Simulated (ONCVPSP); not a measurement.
Configuration tests for tungsten (ONCV)

ONCVPSP 4.0.1 input, shortened (lines: element, Z, core and valence counts, functional; n l f; lmax; l rc ep ncon nbas qcut; lloc lpopt rc5 dvloc0; l nproj debl; icmod fcfact rcfact), PBEsol, scalar-relativistic:

```
  W 74.00   10    4  -116133      upf
    1    0    2.00
    2    0    2.00
    2    1    6.00
    3    0    2.00
    3    1    6.00
    3    2   10.00
    4    0    2.00
    4    1    6.00
    4    2   10.00
    4    3   14.00
    5    0    2.00
    5    1    6.00
    5    2    4.50
    6    0    1.50
    2
    0    2.00    0.00    4    8    4.80
    1    1.50    0.00    4    9   10.80
    2    1.60    0.00    4    7    5.50
    4    4    1.10    6.00
    0    2    3.30
    1    2    3.90
    2    2    3.60
    1    0.75    0.00
```

Energies are relative to the spin-unpolarised reference configuration 5s2 5p6 5d4.5 6s1.5; without spin polarisation the order of configurations can differ from experiment.

```tsv
valence configuration	charge	ΔE all-electron (eV)	error AE − PS (meV)
5s2 5p6 5d4 6s1	+1	8.229	-1.8
5s2 5p6 5d4 6s0	+2	23.925	-16
5s2 5p6 5d4 6s1.5	+0.5	2.955	0.0
```

Question: What are ΔE and the potential's error for 5s2 5p6 5d4 6s2?

Answer: ΔE = -0.696 eV all-electron; the error (AE − PS) is -0.2 meV.

Levels in the configuration 5s2 5p6 5d4 6s1.5:

```tsv
level	all-electron (eV)	pseudo (eV)
5s	-82.713	-82.702
5p	-46.840	-46.846
5d	-8.018	-8.021
6s	-8.900	-8.898
```
